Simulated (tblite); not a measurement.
Compound: C4H4ClN2S (charge -1).
SMILES with atom numbers: `[SH:1][CH2:2][c:3]1[cH:4][n-:5][n:6][c:7]1[Cl:8]` (hydrogens: H9 on S1; H10, H11 on C2; H12 on C4)

Structure used (GFN2-xTB), in Å, numbered top down from 1:
```xyz
12
C4H4ClN2S angstrom
S     -2.435    0.625   -0.332
C     -1.168   -0.474    0.496
C      0.196   -0.262    0.002
C      0.981   -1.025   -0.870
N      2.183   -0.478   -1.026
N      2.247    0.648   -0.303
C      1.079    0.782    0.302
Cl     0.735    2.124    1.340
H     -1.749    1.741   -0.122
H     -1.265   -0.249    1.561
H     -1.523   -1.485    0.293
H      0.721   -1.946   -1.366
```

All values are computed: GFN2-xTB (tblite) harmonic vibrations without scaling, gas phase. Against measured fundamentals such values can be off by several per cent, at times by over 20. Modes of hydrogen on sulfur can be 10 to 20 % off. One conformer, not necessarily the lowest.

Harmonic wavenumbers (cm⁻¹): 34.8, 111.8, 177.6, 226.3, 247.3, 333.1, 357.2, 458.2, 589.4, 644.5, 654.6, 698.8, 773.7, 807.2, 915.3, 923.1, 1072.1, 1102.3, 1137.3, 1201.4, 1221.6, 1375.7, 1387.7, 1393.2, 1437.3, 1528.6, 2472.3, 2936.6, 2982.1, 3075.6.

A = 1922, B = 1204, C = 802.1 MHz; mass 146.978 u (most abundant isotopes); point group C1, symmetry number 1.

Problem. Zero-point energy?

Solution. Half the sum of the wavenumbers: 16138 cm⁻¹ = 46.14 kcal/mol.

Problem. Entropy at 200 K, 1 bar (ideal gas, RRHO, classical rotation)?

Solution. Translation 38.91, rotation 28.35, vibration 13.34: S = 80.6 cal/(mol K).

Problem. And Cp and H(200 K) − H(0)?

Solution. Cp = 22.57 cal/(mol K), of which vibrations give 14.62 (their classical limit is 30 R = 59.6); H(200 K) − H(0) = 3.03 kcal/mol without the zero-point energy, 1.44 from vibrations.

Problem. Blend soft modes into free rotors: weight 1/[1 + (100 cm⁻¹/ν̃)⁴] for the oscillator and the rest for a rotor with moment μB/(μ + B), μ = h/(8π²ν), B = 10⁻⁴⁴ kg m². What vibrational entropy results?

Solution. 12.13 cal/(mol K) in place of 13.34, which changes −T·S at 200 K by +0.24 kcal/mol.

Problem. How do the functions run with temperature in this model?

Solution. 
```
T (K)  S (cal/(mol K))  Cp (cal/(mol K))  H − H(0) (kcal/mol)  G − H(0) (kcal/mol)  ln q(vib)
  100             67.8              15.2                 1.13                -5.64       1.32
  300             91.1              29.7                 5.64               -21.69       4.91
  500            109.2              41.3                12.82               -41.77       8.53
  800            131.1              51.4                26.90               -77.95      13.64
 1000            143.0              55.4                37.60              -105.38      16.75
```

q(vib) and H(0) count from the zero-point level.

Problem. What must be added to the electronic energy to get the Gibbs energy at 200 K and 1 bar?

Solution. ZPE + [H(200 K) − H(0)] − T·S = 46.14 + 3.03 − 16.12 = 33.05 kcal/mol.

Hindered rotation and anharmonicity are outside this model. Other conformers, if any are populated, would add a mixing term that is left out. The structure is chiral; the term R ln 2 for an equal mix with its mirror image is left out.
